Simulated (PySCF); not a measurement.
A structure optimised at PBE-D3(BJ)/def2-SVP, used in a PySCF frequency run:

```
Si
H 1 1.5137
H 1 1.5149 2 106.81
C 1 1.9279 2 107.39 3 121.56
H 4 1.1116 1 109.47 2 179.78
H 4 1.1119 5 105.07 1 -116.87
N 4 1.4692 5 109.22 6 -116.98
H 7 1.0287 4 110.19 5 -64.32
H 7 1.0288 8 105.19 4 118.37
Si 1 2.3675 2 108.20 3 -117.70
N 10 1.7602 1 117.14 2 52.73
H 11 1.0254 10 115.54 1 65.86
H 11 1.0254 12 108.32 10 131.86
H 10 1.5082 11 107.24 12 -56.63
H 10 1.5109 14 108.13 11 115.40
```

Task: Write its SMILES and formula.

Result: NC[SiH2][SiH2]N, CH₁₀N₂Si₂

Task: What are its rotational constants (standard atomic weights)?

Result: 5.9253, 1.3084, 1.1723 GHz
